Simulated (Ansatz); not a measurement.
Start from `BO[SiH2]B` and change one atom or group to get `BO[SiH2][GeH2][F]`.

Ansatz, PBE0-D4/def2-TZVP geometries, multiplicity 1. Each molecule was computed in one conformer, which needn't be the lowest.

Scalar relativity is left out up to krypton.

```csv
property,`BO[SiH2]B`
HOMO–LUMO gap (ωB97M-V/def2-TZVPP) / eV,9.92
size of the dipole moment (B3LYP/def2-TZVPP) / D,1.21
HOMO–LUMO gap (PBE/def2-TZVPP) / eV,3.20
LUMO energy (B3LYP/def2-TZVPP) / eV,-2.87
HOMO energy (ωB97M-V/def2-TZVPP) / eV,-10.61
LUMO energy (PBE0/def2-TZVPP) / eV,-2.66
```

(1) Give the same properties after the change, and the shifts. (An estimate is asked.)

Answers

(1) Computed: 
```tsv
property	`BO[SiH2][GeH2][F]`	shift
HOMO–LUMO gap (ωB97M-V/def2-TZVPP) / eV	11.33	1.41
size of the dipole moment (B3LYP/def2-TZVPP) / D	2.48	1.27
HOMO–LUMO gap (PBE/def2-TZVPP) / eV	5.35	2.15
LUMO energy (B3LYP/def2-TZVPP) / eV	-1.13	1.74
HOMO energy (ωB97M-V/def2-TZVPP) / eV	-10.43	0.18
LUMO energy (PBE0/def2-TZVPP) / eV	-0.92	1.74
```

Dipoles are sizes alone; their direction can turn.

B3LYP here is the variant with VWN-RPA as its local correlation; programs differ in this.
